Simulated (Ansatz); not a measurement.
C4H10Sn, SMILES `C[CH2][Sn][CH2]C`. Total charge 0; spin multiplicity 1. Sn: def2 effective core potential. All single points use the PBE0-D4/def2-TZVP geometry. It is one conformer, not always the lowest.

```xyz
15

C     1.791   -0.453   -0.629
C     1.541    0.545    0.496
Sn    0.003    2.048    0.010
C    -1.558    0.564   -0.463
C    -1.776   -0.497    0.608
H     2.120    0.042   -1.549
H     2.570   -1.178   -0.370
H     0.891   -1.022   -0.876
H     2.462    1.070    0.761
H     1.208    0.024    1.402
H    -2.486    1.105   -0.670
H    -1.258    0.096   -1.410
H    -2.073   -0.056    1.565
H    -2.565   -1.205    0.331
H    -0.871   -1.081    0.792
```

Question: What is the dipole moment at PBE/def2-TZVPP? (An estimate is asked.)

Answer: Ansatz gave: 0.43 D, with components (0.00, -0.43, 0.02) D in this frame, pointing from negative to positive charge.

Question: And with r2SCAN, B3LYP, ωB97M-V? (An estimate is asked.)

Answer: Computed: r2SCAN 0.48 D, B3LYP 0.31 D, ωB97M-V 0.34 D.

Question: Give the Mulliken charges with PBE, r2SCAN, ωB97M-V in def2-TZVPP. (Estimate.)

Answer: Computed: 
```json
{"atom": "C1", "PBE": "-0.27", "r2SCAN": "-0.15", "ωB97M-V": "-0.31"}
{"atom": "C2", "PBE": "-0.42", "r2SCAN": "-0.37", "ωB97M-V": "-0.53"}
{"atom": "Sn3", "PBE": "0.51", "r2SCAN": "0.49", "ωB97M-V": "0.53"}
{"atom": "C4", "PBE": "-0.43", "r2SCAN": "-0.37", "ωB97M-V": "-0.53"}
{"atom": "C5", "PBE": "-0.26", "r2SCAN": "-0.14", "ωB97M-V": "-0.31"}
{"atom": "H6", "PBE": "0.08", "r2SCAN": "0.04", "ωB97M-V": "0.10"}
{"atom": "H7", "PBE": "0.09", "r2SCAN": "0.05", "ωB97M-V": "0.11"}
{"atom": "H8", "PBE": "0.09", "r2SCAN": "0.05", "ωB97M-V": "0.10"}
{"atom": "H9", "PBE": "0.10", "r2SCAN": "0.07", "ωB97M-V": "0.14"}
{"atom": "H10", "PBE": "0.09", "r2SCAN": "0.06", "ωB97M-V": "0.13"}
{"atom": "H11", "PBE": "0.10", "r2SCAN": "0.07", "ωB97M-V": "0.14"}
{"atom": "H12", "PBE": "0.09", "r2SCAN": "0.06", "ωB97M-V": "0.13"}
{"atom": "H13", "PBE": "0.08", "r2SCAN": "0.04", "ωB97M-V": "0.10"}
{"atom": "H14", "PBE": "0.08", "r2SCAN": "0.05", "ωB97M-V": "0.11"}
{"atom": "H15", "PBE": "0.08", "r2SCAN": "0.05", "ωB97M-V": "0.10"}
```

B3LYP here is the variant with VWN-RPA as its local correlation; programs differ in this.
